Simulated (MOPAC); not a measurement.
MOPAC input (MNDO):

```
MNDO 1SCF UHF MS=0.5 GEO-OK AUX(PRECISION=9) THREADS=1
C2H9Si2

C     1.87169300 1   -0.70889000 1    0.23151400 1
Si    0.19261800 1   -0.28614500 1   -0.50253300 1
C    -0.99977800 1   -1.72955900 1   -0.28978500 1
Si   -0.61308200 1    1.66822400 1    0.49842400 1
H     1.79254100 1   -0.88377400 1    1.30650000 1
H     2.27409700 1   -1.61468100 1   -0.22761200 1
H     2.58807000 1    0.09860700 1    0.07346200 1
H     0.34312300 1    0.00107100 1   -1.95400200 1
H    -1.97579500 1   -1.50362300 1   -0.72162900 1
H    -0.60717700 1   -2.62187200 1   -0.78449100 1
H    -1.14359400 1   -1.96234300 1    0.76698100 1
H    -0.70644900 1    1.60286600 1    1.98301200 1
H    -1.90980500 1    2.16533700 1   -0.03507300 1
```

From the output:

```
                                                       MOPAC v23.2.5 Linux

          FINAL HEAT OF FORMATION =         30.65904 KCAL/MOL =     128.27740 KJ/MOL

          COSMO AREA              =        146.89 SQUARE ANGSTROMS
          COSMO VOLUME            =        145.57 CUBIC ANGSTROMS

          IONIZATION POTENTIAL    =          7.717124 EV
          ALPHA SOMO LUMO (EV)    =         -7.717  0.146
          BETA  SOMO LUMO (EV)    =         -9.333 -0.049
          NO. OF ALPHA ELECTRONS  =         13
          NO. OF BETA  ELECTRONS  =         12
          MOLECULAR WEIGHT        =         89.2641         POINT GROUP:  C1

          MOLECULAR DIMENSIONS (Angstroms)

            Atom       Atom       Distance
            H    13    H     6     5.64187
            H     7    H     9     4.33730
            H    12    H     8     3.69450

          SCF CALCULATIONS        =          1

   ATOM   CHEMICAL          X               Y               Z
  NUMBER   SYMBOL      (ANGSTROMS)     (ANGSTROMS)     (ANGSTROMS)

     1       C          1.87169300  *  -0.70889000  *   0.23151400  *
     2      Si          0.19261800  *  -0.28614500  *  -0.50253300  *
     3       C         -0.99977800  *  -1.72955900  *  -0.28978500  *
     4      Si         -0.61308200  *   1.66822400  *   0.49842400  *
     5       H          1.79254100  *  -0.88377400  *   1.30650000  *
     6       H          2.27409700  *  -1.61468100  *  -0.22761200  *
     7       H          2.58807000  *   0.09860700  *   0.07346200  *
     8       H          0.34312300  *   0.00107100  *  -1.95400200  *
     9       H         -1.97579500  *  -1.50362300  *  -0.72162900  *
    10       H         -0.60717700  *  -2.62187200  *  -0.78449100  *
    11       H         -1.14359400  *  -1.96234300  *   0.76698100  *
    12       H         -0.70644900  *   1.60286600  *   1.98301200  *
    13       H         -1.90980500  *   2.16533700  *  -0.03507300  *

                             CARTESIAN COORDINATES

   1    C        1.871693000    -0.708890000     0.231514000
   2   Si        0.192618000    -0.286145000    -0.502533000
   3    C       -0.999778000    -1.729559000    -0.289785000
   4   Si       -0.613082000     1.668224000     0.498424000
   5    H        1.792541000    -0.883774000     1.306500000
   6    H        2.274097000    -1.614681000    -0.227612000
   7    H        2.588070000     0.098607000     0.073462000
   8    H        0.343123000     0.001071000    -1.954002000
   9    H       -1.975795000    -1.503623000    -0.721629000
  10    H       -0.607177000    -2.621872000    -0.784491000
  11    H       -1.143594000    -1.962343000     0.766981000
  12    H       -0.706449000     1.602866000     1.983012000
  13    H       -1.909805000     2.165337000    -0.035073000

           Empirical Formula: C2 H9 Si2  =    13 atoms

      MOLECULAR POINT GROUP   :   C1

          ALPHA EIGENVALUES
 -33.07004 -29.38264 -19.91341 -15.12782 -14.23342 -14.08694 -13.97391 -13.93451
 -11.53773 -11.34664 -11.28105  -9.57701  -7.71712   0.14561   1.58295   1.75040
   1.94082   2.64250   3.08671   4.23271   4.26240   4.28335   4.28743   5.93316
   5.96218

           BETA EIGENVALUES
 -33.04920 -29.37933 -19.22902 -14.99894 -14.23284 -14.05938 -13.97332 -13.93533
 -11.52927 -11.33870 -11.28677  -9.33305  -0.04936   0.43297   1.63844   1.89648
   2.03497   2.84727   3.15487   4.23344   4.26351   4.28365   4.28702   5.93443
   5.96137

              NET ATOMIC CHARGES AND DIPOLE CONTRIBUTIONS

  ATOM NO.   TYPE          CHARGE      No. of ELECS.   s-Pop       p-Pop
    1          C          -0.255665        4.2557     1.25988     2.99578
    2         Si           0.844514        3.1555     1.08649     2.06899
    3          C          -0.255497        4.2555     1.25977     2.99573
    4         Si           0.434809        3.5652     1.24379     2.32140
    5          H          -0.002290        1.0023     1.00229
    6          H           0.000702        0.9993     0.99930
    7          H           0.000396        0.9996     0.99960
    8          H          -0.281971        1.2820     1.28197
    9          H           0.000866        0.9991     0.99913
   10          H           0.001815        0.9982     0.99819
   11          H          -0.002406        1.0024     1.00241
   12          H          -0.244404        1.2444     1.24440
   13          H          -0.240869        1.2409     1.24087
 DIPOLE           X         Y         Z       TOTAL
 POINT-CHG.     0.996     0.926    -0.601     1.487
 HYBRID        -0.601    -1.001     0.526     1.281
 SUM            0.395    -0.075    -0.075     0.409

          ATOMIC ORBITAL ELECTRON POPULATIONS

     Atom    s        px        py        pz
    1  C   1.25988   1.08591   0.94788   0.96198
    2 Si   1.08649   0.68728   0.73394   0.64777
    3  C   1.25977   1.00945   1.05018   0.93611
    4 Si   1.24379   0.79632   0.84260   0.68248
    5  H   1.00229
    6  H   0.99930
    7  H   0.99960
    8  H   1.28197
    9  H   0.99913
   10  H   0.99819
   11  H   1.00241
   12  H   1.24440
   13  H   1.24087

                    (SZ)    =    0.500000
                    (S**2)  =    0.762437

          ATOMIC ORBITAL SPIN POPULATIONS

    Atom   Total    s     px     py     pz
         Atomic
    1  C  0.0004 -0.000  0.000  0.000  0.000
    2 Si -0.0568 -0.009 -0.006 -0.032 -0.010
    3  C  0.0058  0.001  0.002  0.003  0.000
    4 Si  1.1326  0.122  0.407  0.520  0.084
    5  H -0.0000 -0.000
    6  H -0.0008 -0.001
    7  H -0.0000 -0.000
    8  H -0.0019 -0.002
    9  H -0.0003 -0.000
   10  H -0.0007 -0.001
   11  H -0.0003 -0.000
   12  H -0.0389 -0.039
   13  H -0.0389 -0.039

 **********************
 *                    *
 * JOB ENDED NORMALLY *
 *                    *
 **********************

 == MOPAC DONE ==
```

The geometry given is a B3LYP-D3(BJ)/def2-TZVP minimum.
